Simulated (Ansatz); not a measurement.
Reaction (formal exchange of groups at a Ge–O bond): `C[O][GeH2][Cl]` + `NC=O` → `N[C](=O)[GeH2][Cl]` + CH₃OH

Program: Ansatz. Geometries: PBE0-D4/def2-TZVP. ΔE: electronic, gas phase. CCSD(T)/CBS is the MP2 limit (def2-TZVPP, def2-QZVPP) plus CCSD(T) − MP2 in def2-TZVPP, frozen cores. This one scheme is used for every species. Functionals use def2-TZVPP. B3LYP here is the variant with VWN-RPA as its local correlation; programs differ in this. For Ge outer-core shells are correlated without core-valence functions, which leaves a few kJ/mol of doubt a bond. Scalar relativity is left out up to krypton. Each species was taken in one conformer, which may not be the lowest.

(1) Is it downhill or uphill in electronic energy at CCSD(T)/CBS, and by how much? (Best estimate.)

(2) What do these levels give: PBE0-D4, B3LYP-D4, PBE0, B3LYP, MP2/CBS(def2), CCSD/CBS(def2)? (An estimate is asked.)

Largest T1 diagnostic among the species: 0.016.

Results:

(1) The calculation gave: Uphill: ΔE = +36.6 kJ/mol.

(2) The calculation gave: PBE0-D4 30.3, B3LYP-D4 34.9, PBE0 32.1, B3LYP 38.1, MP2/CBS(def2) 37.8, CCSD/CBS(def2) 39.6 kJ/mol.

In def2-TZVPP, CCSD(T) changes the Hartree–Fock value by −19.9 kJ/mol (the triples alone add −2.9 kJ/mol) and MP2 by −18.7 kJ/mol. The D4 term adds −3.2 kJ/mol with B3LYP and −1.8 kJ/mol with PBE0; it sums over pairs of atoms, weighted by their polarisabilities, and B3LYP, whose exchange is more repulsive, gets the larger term.
